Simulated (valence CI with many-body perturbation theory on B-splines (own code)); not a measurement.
Fe XXI: E2, M1 decay

Method: relativistic CI+MBPT: four valence electrons over a frozen Dirac-Fock core [He], radial functions for each j: 11 s, 11 p, 9 d, 7 f, 5 g, 2 h, 1 i, with the one-electron correlation potential Σ1 (screened to all orders), the two-electron term Σ2, the three-electron term Σ3, Breit, model QED; selected single and double excitations, second order for the rest (own B-spline code, finite nucleus).

No measured spectrum was set against this ion. As an estimate, levels of excited configurations hold to 0.05 to 0.15 % of their energy, terms of the ground configuration to about 0.5 %. Among the levels kept, up to 270 cm⁻¹ of a level comes from second order outside the variational space, and about a tenth of that is noise between levels of different J, which matters for small intervals.

Lines 1 to 22 of 22 in falling wavelength, among levels below 1081.7 eV, chosen from the decays that carry over 1 % of a level's rate. Wavelengths and rates use the calculated energies, so an error of 500 cm⁻¹ moves a line at 78.55 nm by 0.39 % and its rate by three times that or more. Electric multipoles are in the length gauge, E1 and E2 with the static RPA response of the core. Weak lines are less certain than strong ones. Lines between different terms over intervals too small for the method are left out, as are lines whose strength nearly cancels. The highest levels of a list are the least certain.

Names give the largest LS component (configuration and term), which can be under half, so a name can repeat, a term be missing and a line seem to break the LS rules; names also repeat where a configuration has a term twice. Letters in brackets count levels of one name in rising energy.

| λ vac (nm) | Upper | Lower | Type | A (s⁻¹) | Branch % |
| --- | --- | --- | --- | --- | --- |
| 229.7 | 2s²2p² ³P_2 | 2s²2p² ³P_1 | M1 | 8.51e+02 | 99.9 |
| 135.5 | 2s²2p² ³P_1 | 2s²2p² ³P_0 | M1 | 6.54e+03 | 100.0 |
| 78.55 | 2s²2p² ¹D_2 | 2s²2p² ³P_2 | M1 | 1.52e+04 | 48.7 |
| 58.54 | 2s²2p² ¹D_2 | 2s²2p² ³P_1 | M1 | 1.60e+04 | 51.3 |
| 33.53 | 2s²2p² ¹S_0 | 2s²2p² ³P_1 | M1 | 1.37e+05 | 99.9 |
| 1.377 | 2s²2p3d ³F°_4 | 2s2p³ ³P°_2 | E2 | 5.66e+07 | 3.8 |
| 1.316 | 2s2p²3p ⁵D°_4 | 2s2p³ ³D°_3 | E2 | 7.80e+07 | 1.8 |
| 1.295 | 2s2p²3p ³F°_4 | 2s2p³ ³P°_2 | E2 | 4.52e+08 | 4.4 |
| 1.295 | 2s²2p3p ³D_1 | 2s²2p² ³P_2 | E2 | 1.47e+09 | 3.1 |
| 1.292 | 2s²2p3p ³P_1 [b] | 2s²2p² ¹D_2 | E2 | 2.86e+09 | 1.4 |
| 1.287 | 2s²2p3p ³D_1 | 2s²2p² ³P_1 | E2 | 1.48e+09 | 3.1 |
| 1.285 | 2s²2p3p ³D_2 | 2s²2p² ³P_2 | E2 | 1.14e+09 | 1.7 |
| 1.279 | 2s2p²3p ⁵D°_2 | 2s2p³ ⁵S°_2 | E2 | 1.66e+09 | 10.7 |
| 1.272 | 2s2p²3p ³F°_4 | 2s2p³ ³D°_3 | E2 | 1.70e+09 | 16.5 |
| 1.271 | 2s2p²3p ⁵D°_3 | 2s2p³ ⁵S°_2 | E2 | 1.86e+09 | 8.6 |
| 1.269 | 2s²2p3p ³D_3 | 2s²2p² ³P_2 | E2 | 1.52e+09 | 2.8 |
| 1.268 | 2s2p²3p ³F°_4 | 2s2p³ ³D°_2 | E2 | 9.71e+08 | 9.4 |
| 1.266 | 2s²2p3p ³D_2 | 2s²2p² ³P_0 | E2 | 1.30e+09 | 1.9 |
| 1.264 | 2s2p²3p ⁵D°_4 | 2s2p³ ⁵S°_2 | E2 | 2.16e+09 | 48.8 |
| 1.262 | 2s²2p3p ³D_3 | 2s²2p² ³P_1 | E2 | 1.01e+09 | 1.9 |
| 1.197 | 2s2p²3d ⁵D_4 | 2s²2p² ¹D_2 | E2 | 3.90e+07 | 1.2 |
| 1.179 | 2s2p²3d ⁵D_4 | 2s²2p² ³P_2 | E2 | 3.83e+08 | 11.3 |
